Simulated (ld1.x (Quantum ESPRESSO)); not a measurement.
Mg: one change to a TM potential, before and after

| Quantity | Value |
| --- | --- |
| Element | magnesium |
| Generator | ld1.x (Quantum ESPRESSO) 7.5 |
| Type | norm-conserving Troullier–Martins (Kleinman–Bylander form) |
| Functional | PW91 |
| Relativity | scalar-relativistic |
| Frozen core | [Ne] |
| Valence charge | 2 |
| Reference configuration | 3s2 3p0 |
| Partial waves | 3s (bound): rc 2.25 bohr; 3p (bound, empty): rc 3.85 bohr |
| Local potential | all-electron potential smoothed inside 1.70 bohr (lloc = -1) |
| Core correction | none |

All-electron outer shells of the reference configuration (PW91, scalar-relativistic, ld1.x):

```tsv
shell	level (eV)	outermost node (bohr)	outermost maximum (bohr)
2s	-79.91	0.18	0.54
2p	-46.75	–	0.48
3s	-4.74	0.90	2.56
3p	-1.37	0.96	3.46
```

Change: all radii scaled by about 1.15 (s 2.58, p 4.42 bohr); local potential all-electron potential smoothed inside 1.94 bohr (lloc = -1).

Cutoffs: the cutoffs (Ry, on a coarse ladder) from which the occupation-weighted sum of valence levels, in a spherical-Bessel basis at the reference potential, stays within 10 and 1 mRy of its value at 400 Ry; they do not see the model core or the augmentation charge, which bear on the density cutoff. Errors are all-electron minus pseudo energies relative to the spin-unpolarised reference configuration.

Task: What does the change do?

Result: The potential gets softer (6 Ry and 18 Ry → 6 Ry and 15 Ry); of the 5 tests that both files solve, the error grows in 0 and shrinks in 2 by more than 15 % and 0.3 meV (median size 10.6 → 9.7 meV); neither file shows a bound ghost. A larger radius leaves more room for a smooth pseudo-wave, so fewer plane waves are needed.

```tsv
quantity	base	changed
cutoff, loose	6 Ry	6 Ry
cutoff, tight	18 Ry	15 Ry
bound ghosts	none	none
error for 3s1 3p0, meV [ΔE 7.99 eV]	+11	+8.1
error for 3s1.5 3p0, meV [ΔE 3.16 eV]	+1.5	+0.9
error for 3s1 3p1, meV [ΔE 3.49 eV]	+10	+9.7
error for 3s0 3p2, meV [ΔE 7.18 eV]	+59	+58
error for 3s0 3p1, meV [ΔE 12.35 eV]	+94	+91
```
